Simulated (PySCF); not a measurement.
Gas-phase reaction: SnHF3 + HF ⇌ SnH2F2 + 2 F

Method: PySCF energies (xtb for GFN2) plus ideal-gas RRHO corrections (1 bar). † marks an energy on the PBE0/def2-TZVP geometry and frequencies; other levels use their own. MP2 freezes the core. Open shells (unrestricted): F (multiplicity 2); the rest are closed-shell singlets. GFN2 has no spin-polarisation term. Spin-orbit splitting is ignored; it lowers the true energy and changes the entropy of F. B3LYP is the form with VWN-RPA correlation. Sn: scalar-relativistic def2 core potential, no spin-orbit coupling. SnHF3, SnH2F2: computed as isolated molecules; such fragments, hydroxides, amides, oligomers or adducts are transient or little studied in the gas. MP2 isn't extrapolated to the basis-set limit.

```json
[
 {"level": "B3LYP/def2-TZVP†", "ΔH°(298 K), kJ": "709"},
 {"level": "GFN2-xTB", "ΔH°(298 K), kJ": "596"},
 {"level": "MP2/def2-SVP†", "ΔH°(298 K), kJ": "716"},
 {"level": "MP2/def2-TZVPP†", "ΔH°(298 K), kJ": "[?]"},
 {"level": "PBE0/def2-QZVP†", "ΔH°(298 K), kJ": "[?]"},
 {"level": "r2SCAN/def2-TZVP†", "ΔH°(298 K), kJ": "[?]"},
 {"level": "ωB97M-V/def2-TZVP†", "ΔH°(298 K), kJ": "721"}
]
```

Q: Some entries are withheld; supply them.

A: 
- MP2/def2-TZVPP†, ΔH°(298 K), kJ: 773
- PBE0/def2-QZVP†, ΔH°(298 K), kJ: 719
- r2SCAN/def2-TZVP†, ΔH°(298 K), kJ: 722
